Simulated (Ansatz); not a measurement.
Consider the redistribution: `C[SiH](N)[InH2]` + `C[N](C)[AlH2]` → `C[SiH](N)[AlH2]` + `C[N](C)[InH2]`.

Program: Ansatz. Geometries: PBE0-D4/def2-TZVP. ΔE: electronic, gas phase. CCSD(T)/CBS adds triple-zeta CCSD(T) − MP2 to the extrapolated MP2 energy (def2 sets, frozen cores). This one scheme is used for every species. DFT in def2-TZVPP. def2 core potentials past Kr. For In outer-core shells are correlated without core-valence functions, which leaves a few kJ/mol of doubt a bond. Each species was taken in one conformer, which may not be the lowest.

`C[SiH](N)[InH2]`:

Cartesian coordinates in Å:
```
C -1.475 -0.625 0.764
Si -0.201 0.479 -0.054
N -0.298 0.237 -1.767
In 2.228 -0.008 0.658
H -1.466 -0.484 1.847
H -2.480 -0.382 0.405
H -1.285 -1.678 0.550
H -0.526 1.881 0.382
H 0.465 0.542 -2.351
H -1.179 0.380 -2.239
H 2.665 -0.505 2.261
H 3.550 0.163 -0.456
```

`C[N](C)[AlH2]`:

```xyz
12

C     0.598    1.059    0.689
N    -0.061    0.013   -0.054
C     0.473   -1.293    0.246
Al   -1.379    0.300   -1.203
H     0.174    2.036    0.443
H     0.495    0.911    1.774
H     1.675    1.095    0.468
H    -0.044   -2.064   -0.330
H     0.365   -1.539    1.312
H     1.545   -1.355    0.006
H    -1.847    1.799   -1.415
H    -1.994   -0.962   -1.937
```

`C[SiH](N)[AlH2]`:

Z-matrix (Å, degrees):
```
C
Si 1 1.886
H 1 1.093 2 111.7
H 1 1.094 2 110.6 3 120.2
H 1 1.094 2 110.6 3 -120.5
N 2 1.731 1 115.2 3 -62.9
Al 2 2.463 1 112.6 3 59.8
H 2 1.496 1 105.7 3 -179.8
H 6 1.008 2 121.1 1 -63.2
H 6 1.006 2 120.2 1 83.6
H 7 1.596 2 120.4 1 -106.1
H 7 1.593 2 122.3 1 73.5
```

`C[N](C)[InH2]`:

Cartesian coordinates in Å:
```
C -0.892 -1.085 -0.227
N 0.005 0.019 -0.018
C 0.598 0.003 1.292
In 0.390 1.431 -1.409
H -1.331 -1.052 -1.227
H -0.379 -2.054 -0.120
H -1.719 -1.083 0.500
H 1.178 -0.917 1.467
H 1.273 0.851 1.428
H -0.164 0.053 2.086
H -0.453 1.204 -2.881
H 1.497 2.629 -0.890
```

```
          level  ΔE (kJ/mol)
         PBE-D4         99.9
  HF/def2-TZVPP        115.6
 MP2/def2-TZVPP        108.5
CCSD/def2-TZVPP        106.4
```

Problem. What does CCSD(T)/CBS give? (An estimate is asked.)

Solution. Computed: +101.5 kJ/mol. The listed levels differ from it by -1.6, 14.1, 7.0, 4.9 kJ/mol.

Largest T1 diagnostic among the species: 0.017.

From PBE to PBE0 (25 % exact exchange), in def2-TZVPP and without D4, ΔE moves by +6.0 kJ/mol. In def2-TZVPP, CCSD(T) changes the Hartree–Fock value by −12.2 kJ/mol (the triples alone add −3.1 kJ/mol) and MP2 by −7.1 kJ/mol.

CCSD(T)/CBS has its own doubt, a few kJ/mol and more with outer-core shells, so smaller differences from it don't rank the levels.
